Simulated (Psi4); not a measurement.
Level of theory: SAPT0/jun-cc-pVDZ, frozen core in Psi4.

Psi4 input:

```
molecule {
0 1
Mg -0.00004602 0.00005693 -0.00004091
C 1.60381358 0.24481201 -1.32261317
H 2.41798808 -0.45378249 -1.10728402
H 2.02400596 1.25366887 -1.26954514
H 1.30298571 0.07658538 -2.36111516
C -1.60390384 -0.24474006 1.32252635
H -2.23668274 -1.09198941 1.04159526
H -2.24634299 0.64055148 1.35035271
H -1.26181774 -0.42516270 2.34612409
--
0 1
C -1.58096957 0.23312450 -1.57796188
O -1.79429277 1.33570540 -1.64284931
units angstrom
symmetry c1
no_reorient
no_com
}
set basis jun-cc-pvdz
set scf_type df
set freeze_core true
energy('sapt0')
```

Part of the output:

```
    SAPT Results
  --------------------------------------------------------------------------------------------------------
    Electrostatics                -12.67925939 [mEh]      -7.95635539 [kcal/mol]     -33.28939095 [kJ/mol]
      Elst10,r                    -12.67925939 [mEh]      -7.95635539 [kcal/mol]     -33.28939095 [kJ/mol]

    Exchange                       50.87064284 [mEh]      31.92181032 [kcal/mol]     133.56085438 [kJ/mol]
      Exch10                       50.87064284 [mEh]      31.92181032 [kcal/mol]     133.56085438 [kJ/mol]
      Exch10(S^2)                  49.13112244 [mEh]      30.83024479 [kcal/mol]     128.99374418 [kJ/mol]

    Induction                     -13.25182608 [mEh]      -8.31564641 [kcal/mol]     -34.79266458 [kJ/mol]
      Ind20,r                     -52.30945434 [mEh]     -32.82467817 [kcal/mol]    -137.33845345 [kJ/mol]
      Exch-Ind20,r                 40.56507968 [mEh]      25.45497180 [kcal/mol]     106.50360203 [kJ/mol]
      delta HF,r (2)               -1.50745142 [mEh]      -0.94594005 [kcal/mol]      -3.95781316 [kJ/mol]

    Dispersion                     -8.83665646 [mEh]      -5.54508564 [kcal/mol]     -23.20063833 [kJ/mol]
      Disp20                      -11.03094446 [mEh]      -6.92202216 [kcal/mol]     -28.96174070 [kJ/mol]
      Exch-Disp20                   2.19428801 [mEh]       1.37693651 [kcal/mol]       5.76110237 [kJ/mol]
      Disp20 (SS)                  -5.51547223 [mEh]      -3.46101108 [kcal/mol]     -14.48087035 [kJ/mol]
      Disp20 (OS)                  -5.51547223 [mEh]      -3.46101108 [kcal/mol]     -14.48087035 [kJ/mol]
      Exch-Disp20 (SS)              1.28019404 [mEh]       0.80333389 [kcal/mol]       3.36114899 [kJ/mol]
      Exch-Disp20 (OS)              0.91409397 [mEh]       0.57360262 [kcal/mol]       2.39995338 [kJ/mol]

  Total HF                         24.93955737 [mEh]      15.64980852 [kcal/mol]      65.47879885 [kJ/mol]
  Total SAPT0                      16.10290091 [mEh]      10.10472288 [kcal/mol]      42.27816052 [kJ/mol]
```
